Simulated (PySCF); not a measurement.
# Spinor energies of Ba⁻ (barium, charge -1)

Start: [Xe] 5d1 6s2; 5d5/2 filled at m_j = +5/2. Calculated with PySCF 2.14 in x2c-TZVPall-2c with one added diffuse shell each of s, p, d type (12s12p10d1f, 105 functions): generalised Hartree-Fock with the X2C-1e Hamiltonian and a Gaussian nucleus; one run each with spin-orbit coupling (SO) screened by Boettger's factors, then bare. This is a chosen level, not necessarily the ground level.

```csv
spinor shell,electrons,"ε, screened SO (eV)","ε, bare SO (eV)",weight of nominal j (bare SO),"rms radius, bare SO (bohr)"
1s1/2,2,-37617.0,-37616.7,1.000,0.0292
2s1/2,2,-6049.1,-6049.0,1.000,0.119
2p1/2,2,-5684.8,-5695.8,1.000,0.102
3s1/2,2,-1319.8,-1319.7,1.000,0.311
3p1/2,2,-1165.6,-1167.8,1.000,0.302
3p3/2,4,-1089.1,-1088.2,1.000,0.315
3d3/2,4,-821.13,-823.27,1.000,0.286
3d5/2,6,-805.06,-803.70,1.000,0.290
4s1/2,2,-275.68,-275.71,1.000,0.715
4p1/2,2,-217.17,-217.65,1.000,0.743
4p3/2,4,-201.09,-200.93,1.000,0.771
4d3/2,4,-103.28,-103.67,1.000,0.855
4d5/2,6,-100.50,-100.29,1.000,0.868
5s1/2,2,-40.358,-40.389,1.000,1.76
5p1/2,2,-22.793,-22.886,1.000,1.99
5p3/2,4,-20.553,-20.558,1.000,2.08
6s1/2,2,-1.447,-1.468,0.986,5.89
5d5/2,1,0.772,0.779,1.000,10.3
```

Q: Where does 2p3/2 lie, and what is the 2p spin-orbit splitting (bare SO)?

A: At -5295.5 eV, 400.27 eV above 2p1/2.

```json
{"quantity": "E (hartree)", "screened SO": "-8133.23159", "bare SO": "-8133.48689"}
{"quantity": "M_J", "screened SO": "5/2", "bare SO": "5/2"}
{"quantity": "⟨J²⟩", "screened SO": "8.964", "bare SO": "8.957"}
{"quantity": "⟨L²⟩", "screened SO": "6.203", "bare SO": "6.203"}
{"quantity": "⟨S²⟩", "screened SO": "0.837", "bare SO": "0.840"}
```

The configuration of this anion was assumed by filling the next shell in order. It is not the known or likely ground configuration (Ca⁻, Sr⁻ and Ba⁻, for instance, bind a p electron), so these values are not the electron affinity of the element. At GHF the highest occupied level has a positive energy, so only the finite basis holds that electron.

⟨J²⟩ departs a little from M_J(M_J + 1) because the unrestricted spinors polarise the closed shells.

Breit and QED terms are absent; they matter most for the inner s and p1/2 levels.

Densities and radii are taken from the X2C orbitals without a picture-change correction, which distorts them close to the nucleus.
